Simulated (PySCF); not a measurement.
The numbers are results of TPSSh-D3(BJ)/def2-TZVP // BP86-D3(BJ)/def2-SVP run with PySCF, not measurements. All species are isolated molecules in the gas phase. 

Reference species: [Cd(F)2] (neutral, multiplicity 1).

The HOMO–LUMO gap comes out as 6.15 eV. The LUMO is -2.83 eV.

Changed species: [Cd(F)(Br)] (1 of 2 F replaced by Br; the reference has 0 of 2 F replaced by Br).

### Question
Predict the effect on the HOMO–LUMO gap and LUMO.

### Answer
the HOMO–LUMO gap falls by 0.99 eV, to 5.16 eV; the LUMO increases by 0.04 eV, to -2.79 eV.
